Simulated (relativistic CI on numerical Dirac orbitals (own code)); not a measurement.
Ir⁷⁺ (5d2) in a crystal field

Calculated by Dirac-Coulomb-Breit CI, separate exchange-only KLI orbitals for each configuration, QED by a radiative potential, valence Slater integrals scaled by 0.8, one configuration in a parametric crystal field (own radial code).

Field parameters in Wybourne normalisation: Td as Oh with Dq negative (B⁴₀ = 21Dq, B⁴₄ = √(5/14) B⁴₀). The field is a parameter set, without covalency.

S is read from ⟨S²⟩ = S(S + 1).

Levels (cm⁻¹, degeneracy): 0 (3), 8289 (2), 20516 (1), 20658 (1), 21284 (3), 22654 (3), 25870 (2), 31020 (3), 31207 (3), 33118 (2), 33344 (3), 34415 (1).

(1) Which field gives this pattern?
A. Td, 10Dq = -4450 cm⁻¹
B. Td, 10Dq = -18650 cm⁻¹
C. Td, 10Dq = -8000 cm⁻¹
D. Td, 10Dq = -15100 cm⁻¹

Results:

(1) B. Td, 10Dq = -18650 cm⁻¹, ground level with S = 0.97.
